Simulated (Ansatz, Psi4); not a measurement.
Species: CH5BS2, charge 0, multiplicity 1. SMILES: SB(C)S
Geometry from a B3LYP-D3(BJ)/def2-TZVP (Ansatz, a quantum-chemistry and plane-wave program) optimisation:
```
B
C 1 1.5684
H 2 1.0908 1 113.40
H 2 1.0938 3 107.89 1 122.62
H 2 1.0938 3 107.89 4 114.76
S 1 1.8045 2 118.28 3 0.00
H 6 1.3450 1 99.51 2 180.00
S 1 1.8079 2 122.78 3 -180.00
H 8 1.3444 1 97.66 2 0.00
```

Property: vertical triplet-singlet gap, E(triplet) - E(singlet), in eV. Set-up: 6-31G* and kin with 6d, 5d where marked; open shells spin-unrestricted; valence correlation only; dispersion terms only where a functional's name holds one; each state is the SCF solution reached for its charge and spin; 6-311+G** with 5d, 6d on Na to Ar in Ansatz; non-relativistic; no spin-orbit coupling. First-principles rows: single points at B3LYP-D3(BJ) geometries (Ansatz). Levels can end on unlike triplets.

```
level               program  vertical triplet-singlet gap, E(triplet) - E(singlet) (eV)
------------------  -------  ----------------------------------------------------------
HF/6-31G*            Ansatz                                                        5.27
PBE/6-31G*           Ansatz                                                        4.78
B3LYP/3-21G          Ansatz                                                        5.21
B3LYP/6-31G*         Ansatz                                                        5.03
wB97X-D/6-31G*         Psi4                                                        5.27
MP2/6-311+G**        Ansatz                                                        5.62
PBE/def2-TZVPD       Ansatz                                                        4.52
wB97X-V/def2-TZVPD   Ansatz                                                        5.23
```

No value to compare with is used here. The 6 habitual levels span 4.78 (PBE/6-31G*) to 5.62 eV (MP2/6-311+G**); PBE/def2-TZVPD gives 4.52.

The levels are drawn from those run, B3LYP/6-31G* more often than the rest, none by its result; left out are runs that failed, that the program found above a lower state of the same kind, or whose <S^2> lies over 0.5 above the pure value.
